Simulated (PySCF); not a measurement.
SCF from a fresh guess for singlet SeNI₃, at the PBE minimum. PySCF input:

```python
from pyscf import gto, scf, dft
mol = gto.M(atom='''
Se    -0.000000    -0.825647    -0.584018
N     -0.000000    -2.150484    -1.521137
I      2.067514    -0.436916     1.153067
I     -2.067514    -0.436916     1.153067
I     -0.000000     1.631064    -1.770509''',
    basis={'Se': 'def2-SVP', 'N': 'def2-SVP', 'I': 'def2-SVP'},
    ecp={'I': 'def2-SVP'},
    charge=0, spin=0)
mf = dft.RKS(mol, xc='PBE0')
mf.grids.atom_grid = (50, 194)
aux = {'Se': 'def2-universal-JKFIT', 'N': 'def2-universal-JKFIT', 'I': 'def2-universal-JKFIT'}
mf = mf.density_fit(auxbasis=aux)
mf.conv_tol = 1e-08
mf.diis_space = 10
mf.max_cycle = 60
mf.init_guess = 'huckel'
mf.verbose = 4
mf.kernel()
```

Excerpt of the output (cycles and frontier levels):

```
init E= -3347.68388084977
  HOMO = -0.33985076243356  LUMO = -0.333371479368059  gap/eV = 0.17631
cycle= 1 E= -3345.05055841986  delta_E= 2.63  |g|= 3.55  |ddm|= 6.52
  HOMO = 0.0724064420806428  LUMO = 0.178740553097064  gap/eV = 2.89350
cycle= 2 E= -3341.84586724914  delta_E=  3.2  |g|= 4.54  |ddm|= 8.67
  HOMO = -0.197858735813193  LUMO = -0.17065899717713  gap/eV = 0.74014
cycle= 3 E= -3346.39991776453  delta_E= -4.55  |g|= 2.34  |ddm|= 5.46
  HOMO = -0.223346824437298  LUMO = -0.2208442638933  gap/eV = 0.06810
cycle= 4 E= -3346.56565923622  delta_E= -0.166  |g|= 2.56  |ddm|= 4.55
  HOMO = -0.265310430137331  LUMO = -0.220828356389416  gap/eV = 1.21042
cycle= 5 E= -3348.43890987239  delta_E= -1.87  |g|= 0.832  |ddm|= 2.25
  HOMO = -0.283676043209197  LUMO = -0.223240726610257  gap/eV = 1.64453
cycle= 6 E= -3348.5594538203  delta_E= -0.121  |g|= 0.555  |ddm|= 0.427
  HOMO = -0.283670657250459  LUMO = -0.212313278466894  gap/eV = 1.94173
... 10 lines left out ...
cycle= 12 E= -3348.64721886535  delta_E= -4.87e-06  |g|= 0.000782  |ddm|= 0.00862
  HOMO = -0.292566173523446  LUMO = -0.216679004713107  gap/eV = 2.06500
cycle= 13 E= -3348.64721922219  delta_E= -3.57e-07  |g|= 0.000203  |ddm|= 0.00228
  HOMO = -0.292569634175644  LUMO = -0.21667651569858  gap/eV = 2.06516
cycle= 14 E= -3348.64721925071  delta_E= -2.85e-08  |g|= 3.92e-05  |ddm|= 0.000812
  HOMO = -0.292569511946057  LUMO = -0.216676967559991  gap/eV = 2.06514
cycle= 15 E= -3348.64721925248  delta_E= -1.77e-09  |g|= 1.63e-05  |ddm|= 0.000247
  HOMO = -0.292570142424583  LUMO = -0.21667736213513  gap/eV = 2.06515
Extra cycle  E= -3348.64721925181  delta_E= 6.71e-10  |g|= 5.6e-05  |ddm|= 7.21e-05
converged SCF energy = -3348.64721925181
```

No lower solution of this spin was found by a stability analysis within the restricted form, which does not test spin polarisation.

The search for the lowest solution, with the stability check, took 6.8 s on 4 threads of a shared AMD EPYC 7R43 64-Core (Zen 3) host, with 124 basis functions; the process peaked at 0.48 GiB. Launch command: `OMP_NUM_THREADS=4 python axn.py task.json out`.
